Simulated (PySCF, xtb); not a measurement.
Al(F)(Br)(OMe) (CH₃AlBrFO), SMILES C[O][Al]([F])[Br].

xtb with GFN2-xTB at its own geometry gives an orbital gap of 4.15 eV and a dipole moment of 4.07 D.

The structure is a stationary point at B3LYP-D3(BJ)/def2-SVP. The values are those of a single conformer.

Problem. What does PBE/def2-TZVP (PySCF) give? (Estimate from the structure and the level; the computed values follow.)

Solution. gap 5.16 eV (levels -7.12 and -1.96 eV), dipole 2.01 D.
